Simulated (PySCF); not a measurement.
# Removing the step error of a finite difference

System: silicon monosulfide (SSi), singlet, at a GFN2-xTB geometry. Level: HF/def2-TZVP, polarisability (PySCF). Sums are taken with unrounded values, so a last digit can differ.

Second differences of the energy in a field along z gave a polarisability along z of 63.554 bohr³ at step 0.005 and 63.639 bohr³ at step 0.02 (atomic units).

Problem. Extrapolate to zero step.

Solution. The leading error of a symmetric difference goes as h², so A(h) = A0 + c h². Then c = (63.639 - (63.554))/(0.02² - 0.005²) = 226 (atomic units) and A0 = 63.554 - c × 0.005² = 63.548 bohr³. The analytic value from the same program and level is 63.548 bohr³: the smaller step missed it by 0.006, the extrapolation by 0.000.
